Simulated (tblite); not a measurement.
Species: C5H5OP.
Atom-mapped SMILES: `[OH:1][c:2]1[cH:3][cH:4][p:5][cH:6][cH:7]1` (hydrogens: H8 on O1; H9 on C3; H10 on C4; H11 on C6; H12 on C7)

Computed geometry: GFN2-xTB, gas phase.

Task: Give the optimised bond lengths and angles.

Result: 
```json
{"bond": "O1–C2", "length (Å)": "1.361"}
{"bond": "C2–C3, C2–C7", "length (Å)": "1.392"}
{"bond": "C3–C4, C6–C7", "length (Å)": "1.376"}
{"bond": "C4–P5, P5–C6", "length (Å)": "1.735"}
{"bond": "O1–H8", "length (Å)": "0.965"}
{"bond": "C3–H9, C7–H12", "length (Å)": "1.083"}
{"bond": "C4–H10, C6–H11", "length (Å)": "1.083"}
```

Bonds in one row agree within 0.01 Å and their mean is given. A selection of angles:
```json
{"angle": "C2–O1–H8", "degrees": "110.1"}
{"angle": "O1–C2–C3", "degrees": "121.1"}
{"angle": "O1–C2–C7", "degrees": "116.8"}
{"angle": "C3–C2–C7", "degrees": "122.1"}
{"angle": "C2–C3–C4", "degrees": "123.4"}
{"angle": "C2–C3–H9", "degrees": "118.0"}
{"angle": "C4–C3–H9", "degrees": "118.7"}
{"angle": "C3–C4–P5", "degrees": "125.8"}
{"angle": "C3–C4–H10", "degrees": "117.8"}
{"angle": "P5–C4–H10", "degrees": "116.4"}
{"angle": "C4–P5–C6", "degrees": "99.5"}
```

Torsions: H8–O1–C2–C3 0° (synperiplanar).

The 6-membered ring C2–C3–C4–P5–C6–C7 has internal angles of 99.5° to 125.9° (sum 720°, against 720° for a flat polygon); it is planar, 0.00 Å rms from its mean plane, widest ring torsion 0°. P5 (phosphorus bonded to 2 C) is bent (angle 99.5°). O1 (phenol-type oxygen) is bent (angle 110.1°). The 7 heavy atoms lie in one plane (0.000 Å rms). Of the pairs four or more bonds apart, H8···H9 is among the closest relative to their van der Waals radii: 2.22 Å, 92 % of the sum of Bondi's values.

Point group: Cs (tolerance 0.08 Å). Its GFN2-xTB frequencies are all real (lowest 159 cm⁻¹). One conformer, not necessarily the lowest (H–O1–C2–C3 0°).
